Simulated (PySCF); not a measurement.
Species: C2H4BFO2.
Atom-mapped SMILES: `[CH2:1]=[CH:2][O:3][B:4]([OH:5])[F:6]`

Geometry (PBE0-D3(BJ)/def2-SVP, Å), atoms numbered from 1 in this order:
```xyz
10
C2H4BFO2 angstrom
C     -1.5515   -0.6149   -0.2412
C     -1.1165    0.4277    0.4650
O      0.1650    0.7653    0.7627
B      1.3201    0.1157    0.4760
O      1.3767   -1.0564   -0.1959
F      2.4417    0.7017    0.8951
H     -2.6274   -0.7258   -0.3845
H     -0.8816   -1.3552   -0.6778
H     -1.8101    1.1572    0.8939
H      2.2808   -1.3692   -0.3042
```

The computed photoelectron lines, unassigned: B 1s: 199.33 eV; C 1s: 290.22 (area 1), 292.48 (area 1) eV; O 1s: 539.44 (area 1), 539.97 (area 1) eV; F 1s: 693.25 eV.

The calculation used delta-SCF UKS SCAN, pcX-2 on the ionised atom, pcseg-1 elsewhere, spin-free X2C in PySCF 2.14.0. One conformer (not necessarily the lowest) at the PBE0-D3(BJ)/def2-SVP geometry, without solvent, vibrations or thermal averaging.

**Question.** Assign the C 1s lines to atoms.

**Answer.** 290.22 eV: C1 (terminal =CH2 carbon); 292.48 eV: C2 (vinylic carbon bearing oxygen). The listed C 1s values span 2.26 eV, from C1 (bonded to C (double bond) and 2 H) to C2 (bonded to O, C (double bond) and H). Summing the Pauling electronegativity differences to the bonded atoms, each weighted by its formal bond order, gives -0.70 for the lowest site and +0.54 for the highest.

**Question.** Assign the O 1s lines to atoms.

**Answer.** 539.44 eV: O3 (boron-bound oxygen); 539.97 eV: O5 (boron-bound oxygen). The listed O 1s values span 0.53 eV, from O3 (bonded to C and B) to O5 (bonded to H and B).

Bonded neighbours of each site: C1: C (double bond) and 2 H; C2: O, C (double bond) and H; O3: C and B; B4: F and 2 O; O5: H and B; F6: B.

**Question.** Which photon energy gives electrons from B 1s of B4 a kinetic energy of 20 eV, and what is their de Broglie wavelength?

**Answer.** hν = 199.33 + 20 = 219.33 eV, recoil neglected; λ = 12.264 Å/√(E/eV) = 2.74 Å.

The unrestricted hole states depart most from a pure doublet (⟨S²⟩ = 0.75; over 0.85 named) for B 1s of B4 (0.86), which makes this value less certain.
